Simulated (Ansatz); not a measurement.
| atom | x (Å) | y (Å) | z (Å) |
| --- | --- | --- | --- |
| C | 0.0000 | 0.0000 | -1.2058 |
| S | 0.0000 | 0.0000 | 0.4522 |

Basis set: 6-31G* (spherical functions). Correlated methods keep 6 orbitals frozen. Charge 0, multiplicity 1.

Computed with Ansatz (development build ahead of 0.2.0); each method stands on the lowest determinant of its kind that the runs found. Restricted open shells among the atoms or ions are ROHF, correlated in semicanonical orbitals with singles.

The atomization energy at this shape (free ground-state atoms in the same class of orbitals less the molecule, no zero-point energy) of singlet CS:

```
 method  atomization energy
RHF-MP2        643.2 kJ/mol
```

Q: What does RHF give?

A: 358.5 kJ/mol. Caution: the shape is not the minimum.
